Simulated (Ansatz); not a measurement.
Cost and result for the atomization energy of BClH₆OSi₂, SMILES `[SiH3][SiH2]OBCl` (11 atoms, 10 bonds).

Cartesian coordinates in Å:
```
Si -0.815 1.096 1.112
Si -0.473 -1.089 0.330
O 0.634 -1.148 -0.917
B 1.343 -0.202 -1.539
Cl 2.435 -0.658 -2.837
H -1.811 1.031 2.216
H 0.450 1.676 1.635
H -1.345 1.969 0.032
H -1.737 -1.671 -0.189
H 0.049 -1.964 1.410
H 1.269 0.958 -1.252
```

Total charge 0; spin multiplicity 1. The geometry is a stationary point of PBE0-D4/def2-TZVP. It is one conformer, not always the lowest. Program: Ansatz. All runs use 4 threads of an Intel Xeon 6975P-C on a shared host. Times are those of one run each, without the atoms' runs, and a repeat can differ threefold. Electronic energies, without spin–orbit coupling; frozen cores. CCSD(T)/CBS adds CCSD(T) − MP2 in def2-TZVPP to the MP2 limit, and its time is that of the two runs behind it. T1 = 0.013. B3LYP takes the VWN-RPA correlation (the form of Gaussian; ORCA's B3LYP/G).

CCSD(T)/CBS is a level of theory with its own doubt, some kJ/mol a heavy atom from the limit and from the frozen cores, so smaller differences don't rank the functionals.

```csv
level,functions,wall time,atomization (kJ/mol),difference from CCSD(T)/CBS,per bond
PBE-D4/def2-TZVPP (with forces),272,2.3 s,3734.0,3.7,0.4
r2SCAN-D4/def2-TZVPP (with forces),272,3.7 s,3747.9,17.6,1.8
PBE0-D4/def2-TZVPP,272,3.8 s,3702.0,-28.3,-2.8
B2PLYP/def2-TZVPP,272,4.6 s,3683.8,-46.5,-4.6
B3LYP-D4/def2-TZVPP (with forces),272,4.8 s,3724.0,-6.3,-0.6
ωB97X-V/def2-TZVPP,272,7.5 s,3756.2,25.9,2.6
ωB97M-V/def2-TZVPP (with forces),272,10 s,3742.3,12.0,1.2
MP2/def2-QZVPP,504,18 s,3734.5,4.2,0.4
CCSD(T)/def2-TZVPP,272,62 s,3634.9,-95.4,-9.5
CCSD(T)/CBS(def2),–,80 s,3730.3,0.0,0.0
```

From PBE to PBE0 (25 % exact exchange), in def2-TZVPP and without D4, the atomization energy moves by −28.4 kJ/mol: exact exchange takes away binding that semilocal exchange gives to molecules. The D4 term adds +41.8 kJ/mol with B3LYP and +22.2 kJ/mol with PBE0; it sums over pairs of atoms, weighted by their polarisabilities, and B3LYP, whose exchange is more repulsive, gets the larger term. In def2-TZVPP, CCSD(T) changes the Hartree–Fock value by +778.4 kJ/mol (the triples alone add +44.4 kJ/mol) and MP2 by +820.9 kJ/mol; breaking electron pairs costs correlation energy, which Hartree–Fock lacks.
